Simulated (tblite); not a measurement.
Compound: C6H11O (doublet state).
Z-matrix (Å and degrees, GFN2-xTB geometry), rows numbered from 1:
```
C 
O   1  1.4032
C   2  1.4182  1  114.29
C   3  1.4815  2  110.54  1   169.51
C   4  1.4780  3  112.00  2   131.30
C   5  1.5328  4  103.64  3    14.05
C   6  1.5281  5  103.96  4   -30.66
H   1  1.0884  2  106.38  3  -175.84
H   1  1.0962  2  111.85  3    64.93
H   1  1.0980  2  111.31  3   -56.84
H   3  1.1115  2  107.71  1    48.22
H   4  1.0715  3  122.42  2   -37.91
H   5  1.0940  4  112.76  3   136.51
H   5  1.0997  4  110.71  3  -104.24
H   6  1.0912  5  109.66  4    86.47
H   6  1.0888  5  112.82  4  -152.53
H   7  1.0892  3  113.02  2    90.04
H   7  1.0914  3  107.94  2   -30.45
```

Calculated harmonic vibrations of the isolated species, GFN2-xTB (tblite), most abundant isotopes, no scaling. This tight-binding method is rough: wavenumbers can miss measured ones by several per cent, in bad cases by 10 to 20. One conformer, not necessarily the lowest. Open shells enter through the occupations alone, without spin polarisation, and single modes of such species can be off by tens of per cent.

Harmonic wavenumbers (cm⁻¹): 88.2, 99.3, 183.3, 207.7, 262.9, 347.4, 417.9, 461.5, 574.1, 639.0, 837.8, 889.5, 897.2, 972.9, 998.5, 1014.8, 1020.2, 1075.9, 1089.2, 1099.5, 1120.0, 1133.6, 1157.5, 1180.8, 1193.6, 1246.4, 1267.8, 1279.7, 1288.9, 1312.1, 1327.2, 1404.3, 1454.5, 1470.0, 1480.1, 1492.4, 1494.4, 2692.5, 2843.0, 2889.2, 2920.5, 2936.6, 2979.7, 2993.6, 3001.8, 3009.7, 3023.4, 3164.3.

A = 6097, B = 1797, C = 1496 MHz; mass 99.081 u (most abundant isotopes); point group C1, symmetry number 1; spin multiplicity 2.

**Question.** Zero-point energy?

**Answer.** ½Σν̃ = 33967 cm⁻¹ = 97.12 kcal/mol.

**Question.** What is S at 200 K and 1 bar for an ideal gas of classical rigid rotors and harmonic oscillators?

**Answer.** Translation 37.73, rotation 26.18, vibration 11.37, spin (R ln 2) 1.38: S = 76.7 cal/(mol K).

**Question.** And Cp and H(200 K) − H(0)?

**Answer.** Cp = 21.88 cal/(mol K), of which vibrations give 13.93 (their classical limit is 48 R = 95.4); H(200 K) − H(0) = 2.92 kcal/mol without the zero-point energy, 1.33 from vibrations.

**Question.** How do the functions run with temperature in this model?

**Answer.** 
```csv
T (K),S (cal/(mol K)),Cp (cal/(mol K)),H − H(0) (kcal/mol),G − H(0) (kcal/mol),ln q(vib)
150,70.9,18.4,1.92,-8.72,1.54
250,82.0,25.9,4.11,-16.38,3.22
298.15,86.9,30.3,5.47,-20.44,4.05
400,97.2,40.0,9.05,-29.82,5.88
600,116.6,56.0,18.73,-51.21,9.70
900,142.5,71.6,38.06,-90.18,15.55
```

q(vib) and H(0) count from the zero-point level.

**Question.** Blend soft modes into free rotors: weight 1/[1 + (100 cm⁻¹/ν̃)⁴] for the oscillator and the rest for a rotor with moment μB/(μ + B), μ = h/(8π²ν), B = 10⁻⁴⁴ kg m². What vibrational entropy results?

**Answer.** 11.10 cal/(mol K) in place of 11.37, which changes −T·S at 200 K by +0.05 kcal/mol.

Hindered rotation and anharmonicity are outside this model. Other conformers, if any are populated, would add a mixing term that is left out. The structure is chiral; the term R ln 2 for an equal mix with its mirror image is left out.
